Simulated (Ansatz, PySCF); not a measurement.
The PySCF input:
```python
from pyscf import gto, scf

mol = gto.Mole()
mol.atom = '''
    C     1.298426   -0.000350   -0.000139
    C    -0.000000   -0.000000   -0.000000
    C    -1.298426    0.000350    0.000139
    H     1.890776   -0.734607   -0.542867
    H     1.891288    0.733588    0.542461
    H    -1.890815    0.888706   -0.210728
    H    -1.891249   -0.887687    0.211134
'''
mol.basis = 'def2-svpd'
mol.charge = 1
mol.spin = 1
mol.verbose = 4
mol.build()

mf = scf.UHF(mol)
mf.kernel()
```

Question: Convert this to an input for Ansatz (a quantum-chemistry and plane-wave program).

Answer: Several could match; the one computed here: 
Ansatz 0.2 input:
```yaml
crystal:
  periodic: [false, false, false]
  atoms:
    - {symbol: C, position_ang: [1.29842590, -0.00034985, -0.00013940]}
    - {symbol: C, position_ang: [-0.00000000, -0.00000000, -0.00000000]}
    - {symbol: C, position_ang: [-1.29842590, 0.00034985, 0.00013940]}
    - {symbol: H, position_ang: [1.89077598, -0.73460745, -0.54286750]}
    - {symbol: H, position_ang: [1.89128809, 0.73358839, 0.54246146]}
    - {symbol: H, position_ang: [-1.89081536, 0.88870580, -0.21072798]}
    - {symbol: H, position_ang: [-1.89124871, -0.88768675, 0.21113402]}
basis:
  gaussian:
    orbitals: def2-SVPD
hamiltonian:
  xc: hf
total_charge: 1
magnetization: {spin_polarized: true, initial_magnetization: 1}
accuracy: high
```

Both were run: PySCF gave -115.472512 Eh and Ansatz -115.472512 Eh, 0.000 mEh apart.
